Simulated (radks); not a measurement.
The numbers below are computed, except where a source is named.
Problem. The mean radii <r> (bohr) of the occupied orbitals of an atom or ion are listed with their occupations. Code: a radial shooting solver on a logarithmic mesh with Libxc functionals. Model: scalar-relativistic Kohn-Sham, r2SCAN, spin-polarised, spherical densities, finite nucleus; meta-GGA in the generalised Kohn-Sham scheme; Fermi nuclear charge, rms radius of each element as measured or else 0.836 A^(1/3) + 0.57 fm.

| orbital | occ. | <r> |
|---|---|---|
| 1s down | 1 | 0.01580 |
| 1s up | 1 | 0.01580 |
| 2s up | 1 | 0.06647 |
| 2s down | 1 | 0.06647 |
| 2p up | 3 | 0.06055 |
| 2p down | 3 | 0.06055 |
| 3s up | 1 | 0.1714 |
| 3s down | 1 | 0.1714 |
| 3p up | 3 | 0.1736 |
| 3p down | 3 | 0.1736 |
| 3d up | 5 | 0.1575 |
| 3d down | 5 | 0.1575 |
| 4s up | 1 | 0.3768 |
| 4s down | 1 | 0.3769 |
| 4p up | 3 | 0.4019 |
| 4p down | 3 | 0.4020 |
| 4d up | 5 | 0.4219 |
| 4d down | 5 | 0.4218 |
| 5s up | 1 | 0.8247 |
| 5s down | 1 | 0.8215 |
| 4f up | 7 | 0.4397 |
| 4f down | 7 | 0.4388 |
| 5p up | 3 | 0.9255 |
| 5p down | 3 | 0.9224 |
| 5d up | 5 | 1.108 |
| 5d down | 2 | 1.110 |

Name the element and its charge. Open shells, if any, are filled with parallel spins first.

Solution. Z = 83, bismuth, charge +8: Bi8+ in [Xe] 4f14 5d7. The 1s radius gives Z: for a bare nucleus <r> = (2 gamma + 1)/(2Z) with gamma = sqrt(1 - (Z/c)^2), 0.01561 bohr for Z = 83, and screening makes it slightly larger (0.01580 here). The occupations add up to 75, and the charge is Z minus that.
